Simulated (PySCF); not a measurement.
Where the electron goes

Compound: Se(NMe2)2, C₄H₁₂N₂Se.
Z-matrix (Å and degrees, PBE0-D3(BJ)/def2-SVP geometry), rows numbered from 1:
```
Se
N   1  1.8283
C   2  1.4416  1  119.18
C   2  1.4418  1  118.89  3  -148.23
H   3  1.1053  2  109.97  1   151.94
H   3  1.0987  2  109.97  1    33.06
H   3  1.1100  2  113.27  1   -88.08
H   4  1.0987  2  109.95  1   -33.07
H   4  1.1099  2  113.25  1    88.07
H   4  1.1052  2  109.95  1  -151.91
N   1  1.8289  2  109.19  3    74.13
C  11  1.4422  1  118.83  2   -73.64
C  11  1.4422  1  118.85  2    73.73
H  12  1.1100 11  113.23  1    87.53
H  12  1.0987 11  109.99  1   -33.60
H  12  1.1051 11  109.94  1  -152.51
H  13  1.0988 11  110.00  1    33.80
H  13  1.1051 11  109.92  1   152.74
H  13  1.1101 11  113.24  1   -87.30
```

Theory: TDDFT B3LYP/def2-SVPD, vertical, gas phase, core orbitals frozen in the response in PySCF 2.14.0, density-fitted response routines. Relativistic effects, spin–orbit coupling among them, are left out although an element past zinc is present.

Frontier orbitals with the atoms that hold most of them (Löwdin shares over 4%, at most four atoms; ? is withheld):

```csv
orbital,ε (eV),atoms
HOMO-3,-8.99,"Se1 46%, N2 12%, N11 12%"
HOMO-2,-6.89,"N11 28%, N2 28%, Se1 9%, C12 5%"
HOMO-1,-6.12,?
HOMO,?,?
LUMO,0.15,"Se1 48%, N2 11%, N11 11%"
LUMO+1,0.18,"Se1 22%, C3 8%, C4 8%, C12 8%"
LUMO+2,0.28,"Se1 64%, N11 9%, N2 9%"
```

Q: Give the leading atoms of the HOMO.

A: N2 (bonded to 2 C and Se) 32%; N11 (bonded to 2 C and Se) 32%; C4 (bonded to N and 3 H) 5%; C3 (bonded to N and 3 H) 5%. By element: nitrogen 64%, carbon 9% or more.

Q: Give the leading atoms of the HOMO-1.

A: Se1 (bonded to 2 N) 71%; N2 (bonded to 2 C and Se) 7%; N11 (bonded to 2 C and Se) 7%. By element: selenium 71%, nitrogen 13%.

Q: What is the HOMO energy, and the HOMO–LUMO gap?

A: ε(HOMO) = -5.95 eV; the gap is 6.10 eV (0.2242 hartree).

Q: How does S1 compare with the orbital gap of 6.10 eV?

A: S1 is at 5.16 eV (f = 0.0092), 0.95 eV below the gap, made of HOMO→LUMO (80%), HOMO→LUMO+1 (16%). 

Q: One configuration dominates each of S1, S4, S5, S6 and S7. Which, and how do the shares of the two leading atoms of either orbital change from the occupied to the empty one?

A: 
- S1 (5.16 eV, f 0.0092), HOMO→LUMO (80%): N2 32% → 11%, N11 32% → 11%, Se1 at most 5% → 48%
- S4 (5.36 eV, f 0.0007), HOMO-1→LUMO (84%): Se1 71% → 48%, N2 7% → 11%
- S5 (5.38 eV, f 0.046), HOMO→LUMO+1 (82%): N2 32% → at most 8%, N11 32% → at most 8%, Se1 at most 5% → 22%, C3 5% → 8%
- S6 (5.52 eV, f 0.044), HOMO-1→LUMO+1 (84%): Se1 71% → 22%, N2 7% → at most 8%, C3 at most 4% → 8%
- S7 (5.96 eV, f 0.0077), HOMO-2→LUMO (86%): N11 28% → 11%, N2 28% → 11%, Se1 9% → 48%

The run took 2.1 min (with the writing of density and orbital grids) on one thread, Arm Neoverse N1 (aarch64), on a shared host, and the process peaked at 1.1 GiB of memory.

One conformer stands for the species.
